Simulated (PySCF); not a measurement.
**Static response to an electric field**

Species: 1,6-naphthyridine, C8H6N2.
Structure used (GFN2-xTB), in Å, numbered top down from 1:
```xyz
16
C8H6N2 angstrom
C     -2.354   -0.015    0.035
C     -1.906   -1.284   -0.384
N     -0.654   -1.616   -0.511
C      0.283   -0.688   -0.226
C      1.652   -1.004   -0.352
C      2.577   -0.037   -0.058
N      2.261    1.203    0.346
C      1.003    1.517    0.471
C     -0.058    0.625    0.203
C     -1.425    0.945    0.330
H     -3.412    0.180    0.116
H     -2.624   -2.058   -0.624
H      1.936   -1.992   -0.674
H      3.638   -0.230   -0.139
H      0.788    2.527    0.799
H     -1.713    1.935    0.656
```

Level: PBE0/def2-SVPD (PySCF), static field, nuclei fixed, core orbitals frozen in the response. The polarisability tensor in these axes (au):

```
x   145.74   7.27   0.78
y     7.27 104.00  15.69
z     0.78  15.69  60.04
```

**Question.** Give the principal values, the mean and the anisotropy Δα = √{½[(α1 − α2)² + (α2 − α3)² + (α1 − α3)²]}.

**Answer.** Principal values 54.99, 107.68 and 147.11 au; mean 103.26 au = 15.30 Å³ = 17.03 × 10⁻⁴⁰ C²·m²/J; Δα = 80.06 au (78 % of the mean).

**Question.** What is the dipole moment, and where does it point?

**Answer.** (-2.43, 0.54, 0.22) D, 2.49 D in size, pointing from the negative to the positive side. Measured along this direction, the outermost atoms are H14 at the negative end and H11 at the positive end.

**Question.** In TDDFT the mean static polarisability is Σ f/ω² over all singlet excitations (ω in hartree). How much of it do the 8 lowest give? Their energies (eV) and oscillator strengths: 4.08, 0.0000; 4.26, 0.0022; 4.51, 0.0586; 4.90, 0.0036; 5.03, 0.0010; 5.21, 0.0002; 6.12, 0.7084; 6.14, 0.0029.

**Answer.** They add up to 16.43 au, 15.9 % of the 103.26 au; the largest single term is 14.01 au, from the state at 6.12 eV. Terms in order: 0.00, 0.09, 2.13, 0.11, 0.03, 0.01, 14.01, 0.06 au. Higher excitations give the rest. The strengths listed sum to 0.777.

**Question.** In a dilute gas of rigid molecules at 298 K, how does the orientational term μ²/3kT compare with the electronic polarisability?

**Answer.** In Gaussian units μ²/3kT = 50.38 Å³ against 15.30 Å³, a ratio of 3.29; the Debye molar polarisation (4π/3)N_A(α + μ²/3kT) is 165.7 cm³/mol, leaving out the vibrational part.

**Question.** Estimate the molar refractivity from the static electronic polarisability.

**Answer.** Lorentz–Lorenz: R = (4π/3)N_A α = 2.5225 cm³/(mol·Å³) × 15.30 Å³ = 38.6 cm³/mol, in the limit of long wavelengths.

**Question.** Along which axes do the principal values lie, and how far do the nuclei extend along each?

**Answer.** Largest value along (0.98, 0.18, 0.04), where the nuclei span 6.84 Å; middle along (-0.18, 0.93, 0.30), 4.88 Å; least along (0.02, -0.31, 0.95), 0.01 Å. The response follows the extents in order.

**Question.** Give the eigenvalues of the traceless quadrupole moment Θ = ½Σq(3rr − r²1), origin at the centre of nuclear charge.

**Answer.** -7.73, -4.93, 12.66 D·Å. The values depend on the origin, since the dipole doesn't vanish. The electronic extent ⟨r²⟩ about the same centre is 1207 bohr², a root-mean-square distance of 2.23 Å for the 68 electrons.

Geometry: GFN2-xTB; no solvent, vibrations or thermal averaging.
